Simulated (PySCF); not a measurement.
## Hg³⁷⁺: ionisation energy

Hg³⁷⁺ [Kr] 4d7 [4d3/2^4 4d5/2^3, M_J = 9/2] → Hg³⁸⁺ [Kr] 4d6 [4d3/2^4 4d5/2^2, M_J = 4], as a difference of total energies. All numbers are calculated (PySCF 2.14, the two-component X2C-1e Hamiltonian, in an even-tempered Gaussian basis (17 s from 4.1 bohr⁻², ratio 2.8; 14 p from 5.4 bohr⁻², ratio 2.8; 9 d from 5.4 bohr⁻², ratio 2.8; 3 f from 23 bohr⁻², ratio 3)). Correlated levels: [Ar] 3d10 frozen; the 92 highest virtual spinors dropped. "Screened" scales the spin-orbit matrix elements by Boettger's factors to mimic the two-electron term; Breit and QED terms are absent.

```
                    method  ionisation energy (eV)
           GHF (spin-free)                  1727.8
          GMP2 (spin-free)                  1728.2
 GHF (screened spin-orbit)                  1721.6
GMP2 (screened spin-orbit)                  1721.5
```

Breit and QED terms and the two-electron picture change are absent.

The spin-free rows relax to the high-spin LS determinant and lack the spin-orbit shift.

The labels give the starting determinants; with spin-orbit coupling the two ends relaxed to ⟨J²⟩ = 24.75, ⟨L²⟩ = 15.87, ⟨S²⟩ = 2.65 and ⟨J²⟩ = 20.01, ⟨L²⟩ = 12.56, ⟨S²⟩ = 3.07.

For comparison: 1723 ± 4 eV (theoretical estimate listed by NIST; NIST Atomic Spectra Database, ionization energies).
